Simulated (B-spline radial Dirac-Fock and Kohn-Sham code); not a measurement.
**Photoabsorption cross section of V¹¹⁺ by shell**

System: the V¹¹⁺ ion, configuration [Ne] 3s2.

Input file task.json (cfg lists n, l and occupation; rrms is the nuclear radius in fm):

```json
{"items": [{
  "Z": 23,
  "q": 11,
  "cfg": [[1, 0, 2], [2, 0, 2], [2, 1, 6], [3, 0, 2]],
  "A": 51,
  "rrms": 3.6002,
  "do": ["binding", "quiet", "photo"],
  "hv": [49.3, 100, 117.0, 130.0, 150, 710.0, 1253.6, 1370.0, 2110.0, 4820.0, 5414.7, 12000, 17479.3, 22162.9, 49900.0, 150000]
}]}
```

Run with: `python xray_run.py task.json out`

These are calculated numbers from a radial B-spline solver; the model is independent-particle photoionisation in a Dirac-Hartree-Slater potential with a Latter tail, all multipoles, thresholds from Dirac-Fock ΔSCF.

Computed thresholds (eV): K 5786.1, L1 931.2, L2 824.2, L3 817.1, M1 305.5.

| photon energy (eV) | total (b) | K (%) | L (%) | M (%) |
| --- | --- | --- | --- | --- |
| 710 | 47980 | – | – | 100.0 |
| 1253.6 | 310000 | – | 95.1 | 4.9 |
| 1370 | 247000 | – | 94.9 | 5.1 |
| 2110 | 80300 | – | 93.5 | 6.5 |
| 4820 | 8602 | – | 90.5 | 9.5 |
| 5414.7 | 6239 | – | 90.0 | 10.0 |
| 12000 | 6291 | 89.5 | 9.2 | 1.3 |
| 17479.3 | 2167 | 89.8 | 8.8 | 1.4 |
| 22162.9 | 1089 | 89.9 | 8.7 | 1.4 |
| 49900 | 95.75 | 90.0 | 8.5 | 1.5 |
| 150000 | 3.164 | 90.0 | 8.4 | 1.6 |

Question: With what power of the photon energy does the total fall between 49900 and 150000 eV?

Answer: As E^-3.10. The non-relativistic Born limit for an s electron far above threshold is E^-3.5; near threshold and at relativistic energies the fall is slower.
